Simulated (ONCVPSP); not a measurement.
## What the settings do to the ONCV potential of Ir

Base potential:

ONCVPSP 4.0.1 input, shortened (lines: element, Z, core and valence counts, functional; n l f; lmax; l rc ep ncon nbas qcut; lloc lpopt rc5 dvloc0; l nproj debl; icmod fcfact rcfact), revPBE, fully relativistic:

```
  Ir 77.00   10    3  -102130      upf
    1    0    2.00
    2    0    2.00
    2    1    6.00
    3    0    2.00
    3    1    6.00
    3    2   10.00
    4    0    2.00
    4    1    6.00
    4    2   10.00
    4    3   14.00
    5    0    2.00
    5    1    6.00
    5    2    7.00
    2
    0    1.10    0.00    3    6    5.80
    1    1.85    0.00    4    7    6.90
    2    2.20    0.00    3    8    6.00
    4    5    0.75    4.00
    0    2    2.80
    1    2    1.20
    2    2    0.80
    0    0.00    0.00
```

Open shells are filled in proportion to 2j + 1.

In the s channel the program set the typed energies aside and used -4.237, 0.250 Ha. In the p channel the program set the typed energies aside and used -2.521, 0.250 Ha (j = l + 1/2; the other j can differ). In the d channel the program set the typed energies aside and used -0.874, 0.250 Ha (j = l + 1/2; the other j can differ).

All-electron outer shells of the reference configuration (revPBE, scalar-relativistic, ld1.x):

```tsv
shell	level (eV)	outermost node (bohr)	outermost maximum (bohr)
4f	-79.73	–	0.39
5p	-72.34	0.54	1.01
5d	-24.32	0.59	1.29
```

Cutoffs, loose and tight: the cutoffs (Ha) at which the residual kinetic energy of the hardest occupied pseudo-wave falls to 1 and 0.1 mHa per electron. They do not see the model core or the augmentation charge, which bear on the density cutoff. Test errors are all-electron minus pseudo excitation energies from the reference, over the configurations 5s2 5p6 5d7 6s2; 5s2 5p6 5d7 6s1; 5s2 5p6 5d6; 5s2 5p6 5d8. A dash means not determined; rows that change the core or the reference have their own tests.

A true bound ghost makes a file unfit for plane-wave use even where its test errors are small: the radial tests pick states by their node count and pass the ghost by.

```tsv
change	outcome	cutoff, loose	cutoff, tight	bound ghosts	GHOST(+) flags above zero	largest test error (meV)
base	generated, projector energies reset by the program	–	–	s	p3/2, d5/2, p1/2, d3/2	+13
core correction Teter function, fcfact 5, rcfact 1.5	generated, projector energies reset by the program	–	–	s	p3/2, d5/2, p1/2, d3/2	+11
all radii scaled by about 1.05 (s 1.16, p 1.94, d 2.30 bohr); local potential polynomial inside 0.78 bohr (lpopt 5, dvloc0 4 Ha)	generated, projector energies reset by the program	–	–	s	p3/2, d5/2, p1/2, d3/2	+18
d: nproj 3	generated, projector energies reset by the program	–	–	s	p3/2, d5/2, p1/2, d3/2	+13
p: qcut 5	generated, projector energies reset by the program	–	–	s	p3/2, d5/2, p1/2, d3/2	+13
s: qcut 3.6; p: qcut 4.3; d: qcut 3.8	generated, projector energies reset by the program	–	–	s, p1/2	p3/2, d3/2	+73
s: rc 1.5	generated, projector energies reset by the program	16 Ha	47 Ha	s	p3/2, d5/2, p1/2, d3/2	+12
local potential polynomial inside 0.90 bohr (lpopt 5, dvloc0 0 Ha)	generated, projector energies reset by the program	–	–	s	p3/2, d5/2, p1/2, d3/2	+13
functional PBE	generated, projector energies reset by the program	–	–	s	p3/2, d5/2, p1/2, d3/2	+14
p: rc 1.26	generated, projector energies reset by the program	–	–	s	p3/2, d5/2, p1/2, d3/2	+13
d: qcut 5.9	generated, projector energies reset by the program	–	–	s	p3/2, d5/2, p1/2, d3/2	+14
```

Question: What comes out with this change to the base: s: ncon 5, nbas 8?

Answer: outcome: generated, projector energies reset by the program; cutoff, loose: 125 Ha; cutoff, tight: 144 Ha; bound ghosts: s; GHOST(+) flags above zero: p3/2, d5/2, p1/2, d3/2; largest test error (meV): +13.
